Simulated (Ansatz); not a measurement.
Harmonic frequencies (cm⁻¹) at PBE0-D4/def2-TZVP from Ansatz: 103, 183, 344, 443, 515, 593, 666, 1045, 1248, 1257, 1458, 1800, 1826, 3033, 3086.

(1) Which molecule is it?
A. `F[CH2][InH2]`
B. `B/N=C(/F)S`
C. `OC(F)(Cl)Cl`
D. `O[SiH]1BO1`

Answers

(1) A.
